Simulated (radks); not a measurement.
Results of a calculation; reference values are marked as such.
Isoelectronic series with 16 electrons, each ion in its NIST ground configuration. Level of theory: scalar-relativistic Kohn-Sham, PBE, spin-polarised, spherical densities, finite nucleus; open shells are filled with parallel spins first (spin-orbit coupling, left out, can overturn this in heavy ions); Fermi nuclear charge, rms radius of each element as measured or else 0.836 A^(1/3) + 0.57 fm (a radial shooting solver on a logarithmic mesh with Libxc functionals). Total energies (hartree) and orbital eigenvalues (eV):

| ion | configuration | E (hartree) | 3p down | 3p up | 3s down |
|---|---|---|---|---|---|
| S | [Ne] 3s2 3p4 | -399.07678 | -5.9771 | -7.6894 | -16.1278 |
| Cl+ | [Ne] 3s2 3p4 | -460.96138 | -18.1849 | -20.2960 | -30.7685 |
| Ar2+ | [Ne] 3s2 3p4 | -527.63118 | -33.9825 | -36.4684 | -49.0309 |
| K3+ | [Ne] 3s2 3p4 | -599.08234 | -53.1491 | -55.9959 | -70.6879 |
| Ca4+ | [Ne] 3s2 3p4 | -675.31729 | -75.5774 | -78.7761 | -95.6327 |
| Sc5+ | [Ne] 3s2 3p4 | -756.34203 | -101.2063 | -104.7507 | -123.8071 |
| Ti6+ | [Ne] 3s2 3p4 | -842.16501 | -129.9978 | -133.8836 | -155.1767 |
| V7+ | [Ne] 3s2 3p4 | -932.79643 | -161.9276 | -166.1516 | -189.7216 |
| Cr8+ | [Ne] 3s2 3p4 | -1028.24780 | -196.9797 | -201.5394 | -227.4303 |
| Mn9+ | [Ne] 3s2 3p4 | -1128.53194 | -235.1436 | -240.0373 | -268.2972 |
| Fe10+ | [Ne] 3s2 3p4 | -1233.66282 | -276.4127 | -281.6389 | -312.3209 |
| Co11+ | [Ne] 3s2 3p4 | -1343.65525 | -320.7832 | -326.3409 | -359.5031 |
| Ni12+ | [Ne] 3s2 3p4 | -1458.52530 | -368.2533 | -374.1417 | -409.8478 |
| Cu13+ | [Ne] 3s2 3p4 | -1578.28918 | -418.8230 | -425.0414 | -463.3610 |
| Zn14+ | [Ne] 3s2 3p4 | -1702.96511 | -472.4932 | -479.0412 | -520.0502 |
| Ga15+ | [Ne] 3s2 3p4 | -1832.57135 | -529.2662 | -536.1434 | -579.9244 |
| Ge16+ | [Ne] 3s2 3p4 | -1967.12736 | -589.1451 | -596.3513 | -642.9935 |
| As17+ | [Ne] 3s2 3p4 | -2106.65388 | -652.1335 | -659.6685 | -709.2690 |
| Se18+ | [Ne] 3s2 3p4 | -2251.17169 | -718.2359 | -726.0998 | -778.7630 |
| Br19+ | [Ne] 3s2 3p4 | -2400.70321 | -787.4574 | -795.6501 | -851.4888 |
| Kr20+ | [Ne] 3s2 3p4 | -2555.27133 | -859.8034 | -868.3250 | -927.4603 |
| Rb21+ | [Ne] 3s2 3p4 | -2714.90014 | -935.2800 | -944.1305 | -1006.693 |
| Sr22+ | [Ne] 3s2 3p4 | -2879.61438 | -1013.894 | -1023.073 | -1089.202 |
